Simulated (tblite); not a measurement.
Species: C4H9FSSi.
Structure used (GFN2-xTB), in Å, numbered top down from 1:
```xyz
16
C4H9FSSi angstrom
C      1.8833    0.0954    0.4833
C      0.5632    0.0740   -0.2784
Si    -0.4237    1.7026   -0.2004
S     -2.3779    0.8175   -0.1708
C     -1.7532   -0.8823   -0.3852
C     -0.3770   -1.0028    0.2514
F      0.1251   -2.2608   -0.0325
H      2.5474    0.8492    0.0674
H      2.3759   -0.8733    0.4168
H      1.7192    0.3242    1.5344
H      0.7746   -0.1769   -1.3240
H     -0.2165    2.4291    1.0455
H     -0.2295    2.5231   -1.3893
H     -2.4711   -1.5577    0.0767
H     -1.6939   -1.1016   -1.4518
H     -0.4535   -0.9506    1.3454
```

Calculated harmonic vibrations of the isolated species, GFN2-xTB (tblite), most abundant isotopes, no scaling. Against measured fundamentals such values can be off by several per cent, at times by over 20. Modes of hydrogen on silicon can be 10 to 20 % off. One conformer, not necessarily the lowest.

Harmonic wavenumbers (cm⁻¹): 65.0, 136.4, 217.1, 230.1, 283.3, 308.6, 343.9, 419.1, 473.4, 502.2, 514.6, 530.4, 656.7, 739.2, 757.5, 774.2, 854.7, 930.4, 1004.7, 1013.9, 1045.9, 1080.5, 1126.3, 1165.4, 1210.3, 1220.3, 1276.0, 1297.0, 1330.7, 1418.8, 1457.1, 1499.7, 1505.8, 2310.3, 2323.2, 2910.9, 2927.9, 2984.0, 3015.4, 3023.2, 3028.9, 3039.4.

A = 2404, B = 1618, C = 1026 MHz; mass 136.018 u (most abundant isotopes); point group C1, symmetry number 1.

Problem. Zero-point energy?

Solution. Half the sum of the wavenumbers: 26476 cm⁻¹ = 316.72 kJ/mol.

Problem. Entropy at 298.15 K, 1 bar (ideal gas, RRHO, classical rotation)?

Solution. Translation 170.13, rotation 120.41, vibration 86.23: S = 376.8 J/(mol K).

Problem. And Cp and H(298.15 K) − H(0)?

Solution. Cp = 141.91 J/(mol K), of which vibrations give 108.65 (their classical limit is 42 R = 349.2); H(298.15 K) − H(0) = 24.86 kJ/mol without the zero-point energy, 14.94 from vibrations.

Problem. Blend soft modes into free rotors: weight 1/[1 + (100 cm⁻¹/ν̃)⁴] for the oscillator and the rest for a rotor with moment μB/(μ + B), μ = h/(8π²ν), B = 10⁻⁴⁴ kg m². What vibrational entropy results?

Solution. 82.45 J/(mol K) in place of 86.23, which changes −T·S at 298.15 K by +1.13 kJ/mol.

Problem. What must be added to the electronic energy to get the Gibbs energy at 298.15 K and 1 bar?

Solution. ZPE + [H(298.15 K) − H(0)] − T·S = 316.72 + 24.86 − 112.33 = 229.25 kJ/mol.

Problem. How do the functions run with temperature in this model?

Solution. 
| T (K) | S (J/(mol K)) | Cp (J/(mol K)) | H − H(0) (kJ/mol) | G − H(0) (kJ/mol) | ln q(vib) |
| --- | --- | --- | --- | --- | --- |
| 50 | 236.4 | 43.6 | 1.85 | -9.97 | 0.19 |
| 100 | 272.2 | 62.6 | 4.48 | -22.74 | 0.77 |
| 373.15 | 411.6 | 169.0 | 36.53 | -117.05 | 5.89 |
| 500 | 466.6 | 207.4 | 60.50 | -172.80 | 8.55 |
| 750 | 561.5 | 259.9 | 119.43 | -301.66 | 13.74 |
| 1000 | 641.2 | 293.7 | 188.92 | -452.27 | 18.61 |

q(vib) and H(0) count from the zero-point level.

Problem. Which modes carry the vibrational entropy at 298.15 K?

Solution. 65.0 cm⁻¹: 17.99; 136.4 cm⁻¹: 11.94; 217.1 cm⁻¹: 8.30; 230.1 cm⁻¹: 7.86; 283.3 cm⁻¹: 6.33; 308.6 cm⁻¹: 5.73 J/(mol K); the other 36 give 28.08 together.

Hindered rotation and anharmonicity are outside this model. Other conformers, if any are populated, would add a mixing term that is left out. The structure is chiral; the term R ln 2 for an equal mix with its mirror image is left out.
